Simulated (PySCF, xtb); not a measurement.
C₄H₉FSi, SMILES CC/C=C(\F)[SiH3]. Other conformers were not sampled.

Harmonic wavenumbers (cm⁻¹) from GFN2-xTB (xtb 6.7.1) at its own minimum, in rising order: 47, 74, 111, 158, 225, 267, 323, 418, 477, 549, 569, 726, 760, 783, 786, 833, 844, 945, 1033, 1079, 1095, 1157, 1237, 1257, 1332, 1410, 1471, 1500, 1504, 1685, 2270, 2276, 2281, 2941, 3000, 3031, 3035, 3040, 3081.

**Question.** What does PBE0-D3(BJ)/def2-SVP run with PySCF give at its own minimum? (The exact figures need the calculation; the answer reports its results.)

**Answer.** 54, 104, 140, 165, 239, 286, 336, 422, 529, 649, 691, 739, 833, 875, 913, 923, 930, 952, 1051, 1089, 1102, 1191, 1273, 1297, 1363, 1394, 1456, 1468, 1477, 1748, 2239, 2241, 2250, 3053, 3055, 3130, 3151, 3157, 3191. Paired by order, the mean absolute difference is 49 cm⁻¹ and the zero-point energies are 70.9 and 73.1 kcal/mol.
